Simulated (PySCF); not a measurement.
Excitations are Tamm–Dancoff values on a coarser integration grid. The basis has no diffuse functions, so Rydberg states are missing or too high.

Species: H6BBrSi2, SMILES `[SiH3]B(Br)[SiH3]` (charge 0, multiplicity 1).

Question: Give the S1 excitation (TDA), LUMO, dipole moment, HOMO–LUMO gap and brightest of the four lowest singlets (TDA) at the level PBE0-D3(BJ)/def2-TZVP run with PySCF.

Answer: 
```
Quantity                                       Result
-------------------------------------------  --------
S1 excitation (TDA)                           3.09 eV
LUMO                                         -2.78 eV
dipole moment                                  0.14 D
HOMO–LUMO gap                                 4.62 eV
brightest of the four lowest singlets (TDA)   5.73 eV
```
